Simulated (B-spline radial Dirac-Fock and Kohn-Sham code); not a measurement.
# Internal conversion coefficients of Gd at 1000 keV

Z = 64 (gadolinium), transition energy 1000 keV. Level of theory: a Dirac-Hartree-Slater potential of the neutral atom with a Latter tail (no hole, which puts coefficients of high multipoles low close above an edge), finite nucleus with surface currents; a radial B-spline solver. Subshells that would emit electrons below 1 keV are left out.

Input file task.json (cfg lists n, l and occupation; rrms is the nuclear radius in fm):

```json
{"items": [{
  "Z": 64,
  "q": 0,
  "cfg": [[1, 0, 2], [2, 0, 2], [2, 1, 6], [3, 0, 2], [3, 1, 6], [3, 2, 10], [4, 0, 2], [4, 1, 6], [4, 2, 10], [4, 3, 7], [5, 0, 2], [5, 1, 6], [5, 2, 1], [6, 0, 2]],
  "A": 158,
  "rrms": 5.1569,
  "do": "conversion",
  "gamma": [1000],
  "edges": {"K": 50239.0, "L1": 8376.0, "L2": 7930.0, "L3": 7243.0, "M1": 1881.0, "M2": 1688.0, "M3": 1544.0, "M4": 1221.9, "M5": 1189.6, "N1": 378.6, "N2": 286.0, "N3": 271.0, "N4": 142.6, "N5": 142.6}
}]}
```

Run with: `python xray2_run.py task.json out`

```tsv
subshell	electron energy (keV)	E1	E2	E3	M2	M3
K	949.76	0.000978	0.00233	0.00487	0.00967	0.0194
L1	991.62	0.000118	0.000289	0.000631	0.00130	0.00276
L2	992.07	4.70e-06	3.39e-05	0.000164	9.57e-05	0.000287
L3	992.76	5.23e-06	1.64e-05	4.73e-05	1.69e-05	8.96e-05
M1	998.12	2.51e-05	6.18e-05	0.000136	0.000282	0.000603
M2	998.31	1.11e-06	8.09e-06	3.94e-05	2.29e-05	6.90e-05
M3	998.46	1.26e-06	3.99e-06	1.15e-05	4.12e-06	2.22e-05
M4	998.78	4.20e-09	1.64e-08	5.71e-08	2.49e-08	1.81e-07
M5	998.81	8.52e-09	1.72e-08	4.22e-08	1.34e-08	3.43e-08
N1	999.62	6.01e-06	1.48e-05	3.26e-05	6.77e-05	0.000145
N2	999.71	2.58e-07	1.88e-06	9.17e-06	5.33e-06	1.61e-05
N3	999.73	2.90e-07	9.22e-07	2.67e-06	9.55e-07	5.16e-06
N4	999.86	9.82e-10	3.84e-09	1.34e-08	5.84e-09	4.25e-08
N5	999.86	1.98e-09	4.00e-09	9.82e-09	3.11e-09	7.98e-09
N6	999.98	1.68e-13	4.07e-13	1.16e-12	3.50e-13	1.31e-12
N7	999.98	4.86e-13	8.98e-13	1.82e-12	7.02e-13	1.30e-12
total		0.00114	0.00277	0.00595	0.0115	0.0235
```

**Question.** For a pure M3 transition, what fraction of decays emits a photon?

**Answer.** 1/(1 + α) = 0.977 with the total α = 0.0235; the total includes the outer subshells that are not listed.

Values without a named source are computed, but for edge energies of neutral atoms, which are taken from tables.
